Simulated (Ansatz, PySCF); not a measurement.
Te(OH)(GeH3) (GeH4OTe), SMILES O[Te][GeH3]. Atoms are numbered in the order given.

```xyz
7

Te     0.5892    -0.3827     0.6652
O      0.5424    -1.8409    -0.7267
H      1.3351    -1.7157    -1.2645
Ge    -0.7324     1.2402    -0.8159
H     -0.8906     2.5547    -0.0292
H      0.0464     1.4926    -2.1186
H     -2.1082     0.6385    -1.1418
```

The structure is a stationary point at PBE0-D3(BJ)/def2-SVP. This is a generated structure with no PubChem entry under its InChIKey; it may be hypothetical. The def2 effective core potentials stand for the cores of Te; spin–orbit coupling is left out. Other conformers were not sampled.

Two levels are set side by side: PBE-D3(BJ)/def2-SVP (Ansatz, an electronic-structure program) and PBE0-D3(BJ)/def2-SVP (Ansatz). Each level has its own optimised geometry; the coordinates shown are those of the second. Frequencies come from the Hessian of PySCF at each geometry. Differences are taken from unrounded values.

```json
[
 {"quantity": "mean bond length (Å)", "PBE0-D3(BJ)": "1.694"},
 {"quantity": "bond Te1–O2 (Å)", "PBE0-D3(BJ)": "2.016"},
 {"quantity": "bond Te1–Ge4 (Å)", "PBE0-D3(BJ)": "2.564"},
 {"quantity": "bond O2–H3 (Å)", "PBE0-D3(BJ)": "0.966"},
 {"quantity": "bond Ge4–H5 (Å)", "PBE0-D3(BJ)": "1.540"},
 {"quantity": "bond Ge4–H6 (Å)", "PBE0-D3(BJ)": "1.539"},
 {"quantity": "bond Ge4–H7 (Å)", "PBE0-D3(BJ)": "1.537"},
 {"quantity": "highest harmonic wavenumber (cm⁻¹)", "PBE0-D3(BJ)": "3861"},
 {"quantity": "mean harmonic wavenumber (cm⁻¹)", "PBE0-D3(BJ)": "1085"},
 {"quantity": "zero-point energy (kcal/mol)", "PBE0-D3(BJ)": "23.27"}
]
```

Question: What does PBE-D3(BJ) give, and how far is it from PBE0-D3(BJ)? (An estimate is asked for; the answer gives what the named calculation found.)

Answer: 
| quantity | PBE-D3(BJ) | PBE-D3(BJ) minus PBE0-D3(BJ) |
|---|---|---|
| mean bond length (Å) | 1.711 | 0.018 |
| bond Te1–O2 (Å) | 2.047 | 0.031 |
| bond Te1–Ge4 (Å) | 2.587 | 0.023 |
| bond O2–H3 (Å) | 0.979 | 0.013 |
| bond Ge4–H5 (Å) | 1.553 | 0.013 |
| bond Ge4–H6 (Å) | 1.552 | 0.013 |
| bond Ge4–H7 (Å) | 1.550 | 0.013 |
| highest harmonic wavenumber (cm⁻¹) | 3675 | -186 |
| mean harmonic wavenumber (cm⁻¹) | 1040 | -45 |
| zero-point energy (kcal/mol) | 22.29 | -0.97 |

Exact exchange shortens and stiffens bonds; PBE has none. Differences between two approximate levels are no errors against the true value.
